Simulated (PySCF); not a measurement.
# Spinor energies of Ge²⁺ (germanium, charge +2)

Start: [Ar] 3d10 4s2. Calculated with PySCF 2.14 in x2c-TZVPPall-2c with one added diffuse shell each of s, p, d type (7s8p5d1f, 63 functions): generalised Hartree-Fock with the X2C-1e Hamiltonian and a Gaussian nucleus; spin-orbit coupling (SO) screened by Boettger's factors.

```csv
spinor shell,electrons,"ε, screened SO (eV)",weight of nominal j (screened SO),"rms radius, screened SO (bohr)"
1s1/2,2,-11199.5,1.000,0.0542
2s1/2,2,-1474.1,1.000,0.227
2p1/2,2,-1307.8,1.000,0.201
2p3/2,4,-1275.4,1.000,0.204
3s1/2,2,-221.51,1.000,0.667
3p1/2,2,-164.76,1.000,0.693
3p3/2,4,-160.16,1.000,0.704
3d3/2,4,-63.858,1.000,0.806
3d5/2,6,-63.226,1.000,0.811
4s1/2,2,-32.440,1.000,2.13
```

```
   quantity  screened SO
E (hartree)  -2096.25529
        M_J            0
       ⟨J²⟩        0.000
       ⟨L²⟩        0.002
       ⟨S²⟩        0.002
```
